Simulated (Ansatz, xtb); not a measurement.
## Relative energy of two structures of ClGeH6NSn

We compare X, `[NH3+][SnH-][GeH2][Cl]`, a singlet, with Y, a singlet given by its coordinates. Both are isolated molecules in the gas phase, relaxed with PBE0-D3(BJ)/def2-SVP; the shapes shown needn't be the lowest conformers.

X (Å):

| atom | x (Å) | y (Å) | z (Å) |
| --- | --- | --- | --- |
| Cl | -0.0556 | -0.4674 | -2.0596 |
| Ge | 0.1013 | -1.4529 | -0.0444 |
| N | -2.2997 | -2.7470 | -2.1287 |
| Sn | -2.0773 | -3.0664 | 0.2041 |
| H | -3.2646 | -2.5309 | -2.3771 |
| H | -2.0035 | -3.5472 | -2.6865 |
| H | -1.7116 | -1.9397 | -2.3919 |
| H | -3.0530 | -1.5816 | 0.3274 |
| H | 1.5094 | -2.0968 | -0.1364 |
| H | 0.2597 | -0.2458 | 0.9137 |

Y (Å):

```xyz
10

Cl    0.3240    0.1102   -1.4791
Ge   -0.7965   -2.7814    0.4454
N    -2.0575   -1.6426   -2.5532
Sn    0.2012   -2.2946   -2.0236
H    -2.3204   -1.6470   -3.5383
H    -1.9844   -0.6691   -2.2398
H    -2.7955   -2.0961   -2.0142
H    -2.1547   -2.0429    0.6217
H     0.1198   -2.2707    1.5781
H    -1.0997   -4.2705    0.7596
```

Close contacts (Å): Cl1–Sn4 2.47, Ge2–Sn4 2.71, N3–Sn4 2.41, Ge2–H8 1.56, Ge2–H9 1.54, Ge2–H10 1.55, N3–H5 1.02, N3–H6 1.03, N3–H7 1.02.

Quicker runs give these differences E(Y) − E(X): GFN2-xTB −0.5 kcal/mol; HF/STO-3G −10.6 kcal/mol (at GFN2-xTB geometries); r2SCAN-D4/def2-SVP −6.5 kcal/mol (at GFN2-xTB geometries).

Question: Estimate E(Y) − E(X) at the level CCSD(T)/def2-SVP + ΔMP2/def2-TZVPP.

Answer: Calculated at CCSD(T)/def2-SVP + ΔMP2/def2-TZVPP: E(Y) − E(X) = −9.3 kcal/mol, so structure Y lies lower.

Level by level:

```
                             level              geometry  E(Y) − E(X) (kcal/mol)  departure from the last row (kcal/mol)  job, with rough time for the two
                          GFN2-xTB              GFN2-xTB                      −0.5                                    +8.8              optimisation, 0.34 s
                         HF/STO-3G              GFN2-xTB                     −10.6                                    −1.3               single point, 1.6 s
                r2SCAN-D4/def2-SVP              GFN2-xTB                      −6.5                                    +2.8               single point, 3.6 s
              PBE0-D3(BJ)/def2-SVP  PBE0-D3(BJ)/def2-SVP                      −8.9                                    +0.4             optimisation, 2.2 min
                       HF/def2-SVP  PBE0-D3(BJ)/def2-SVP                     −10.1                                    −0.9           part of the CCSD(T) run
                      MP2/def2-SVP  PBE0-D3(BJ)/def2-SVP                      −8.9                                    +0.4           part of the CCSD(T) run
                  CCSD(T)/def2-SVP  PBE0-D3(BJ)/def2-SVP                      −8.7                                    +0.6                      single point
CCSD(T)/def2-SVP + ΔMP2/def2-TZVPP  PBE0-D3(BJ)/def2-SVP                      −9.3                                                        single point, 47 s
```

GFN2-xTB finds them nearly level. The largest departure from CCSD(T)/def2-SVP + ΔMP2/def2-TZVPP is that of GFN2-xTB, 8.8 kcal/mol. The last row adds to CCSD(T) the change of the MP2 difference between the two basis sets, here −0.6 kcal/mol.

With harmonic frequencies from PBE0-D3(BJ)/def2-SVP (ideal gas, rigid rotor, one conformer each, 298.15 K, 1 atm): on the last row, ΔE + ΔZPE = −9.4 kcal/mol. A mode under 50 cm⁻¹ makes harmonic enthalpies and free energies unreliable, so none is given.

The correlated steps freeze 19 core orbitals; the filled d shell of Ge and Sn is correlated, in a basis made for valence electrons. Atoms past krypton carry core potentials in the def2 sets, other sets are all-electron and non-relativistic, and no spin–orbit term is included. Run with Ansatz 0.2.0, xtb 6.7.1; the last row on 2 threads of Intel(R) Xeon(R) 6975P-C (Granite Rapids) on a shared host.
